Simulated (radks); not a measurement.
Task: The mean radii <r> (bohr) of the occupied orbitals of an atom or ion are listed with their occupations. Method: scalar-relativistic Kohn-Sham, BLYP, spin-polarised, spherical densities, finite nucleus; Fermi nuclear charge, rms radius of each element as measured or else 0.836 A^(1/3) + 0.57 fm; computed with a radial shooting solver on a logarithmic mesh with Libxc functionals.

| orbital | occ. | <r> |
|---|---|---|
| 1s | 2 | 0.01803 |
| 2s | 2 | 0.07518 |
| 2p | 6 | 0.06716 |
| 3s | 2 | 0.1803 |

Name the element and its charge. Open shells, if any, are filled with parallel spins first.

Result: Z = 75, rhenium, charge +63: Re63+ in [Ne] 3s2. The 1s radius gives Z: for a bare nucleus <r> = (2 gamma + 1)/(2Z) with gamma = sqrt(1 - (Z/c)^2), 0.01783 bohr for Z = 75, and screening makes it slightly larger (0.01803 here). The occupations add up to 12, and the charge is Z minus that.
